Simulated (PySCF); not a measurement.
A side-by-side comparison of computed properties.

First species: C8H6S2.
SMILES: `Sc1ccc2ccsc2c1`

Second species: C5H16N2Si.
Bonds: C1–N2, N2–N3, N3–Si4, N2–C5, C5–C6, C5–C7, C5–C8. Hydrogens: H9, H10, H11 on C1; H12 on N3; H13, H14, H15 on Si4; H16, H17, H18 on C6; H19, H20, H21 on C7; H22, H23, H24 on C8.

Levels: PBE0/pcSseg-1 for dipole moment, HOMO energy, LUMO energy and HOMO–LUMO gap; GFN2-xTB for rotational constant A and rotational constant C. Geometries: GFN2-xTB. Each structure is a single optimised conformer of the isolated species, non-relativistic unless stated; the electronic structure was computed with PySCF and density fitting.

The conformers computed, where there is a choice (atom-mapped SMILES and torsion angles):
- `[SH:1][c:2]1[cH:3][cH:4][c:5]2[cH:6][cH:7][s:8][c:9]2[cH:10]1`: H–S1–C2–C3 180°
- `[CH3:1][N:2]([NH:3][SiH3:4])[C:5]([CH3:6])([CH3:7])[CH3:8]`: C1–N2–N3–Si4 95°, C1–N2–C5–C6 66°

Problem. Which has the higher LUMO energy?

Solution. The second: 0.74 eV against -0.93 eV, a difference of 1.67 eV.

Problem. Which has the higher rotational constant C?

Solution. The second: 0.960 GHz against 0.504 GHz, a difference of 0.456 GHz.

Problem. Which of the two has the higher HOMO–LUMO gap, and by how much?

Solution. The second: 7.11 eV against 5.18 eV, a difference of 1.93 eV.

Problem. Which has the higher rotational constant A?

Solution. The second: 2.635 GHz against 2.554 GHz, a difference of 0.081 GHz.

Problem. Which has the higher dipole moment?

Solution. The second: 1.44 D against 1.05 D, a difference of 0.39 D.

Problem. Which of the two has the higher HOMO energy, and by how much?

Solution. The first: -6.11 eV against -6.37 eV, a difference of 0.26 eV.

On the first: The dipole equals about 3.5 × 10⁻³⁰ C·m (1 D = 3.33564 × 10⁻³⁰ C·m).

On the second: The dipole matches unit charges of opposite sign 0.30 Å apart (1 e·Å = 4.8032 D). A dipole of 1.44 D is allowed in C1, and pure rotational transitions are dipole-allowed.
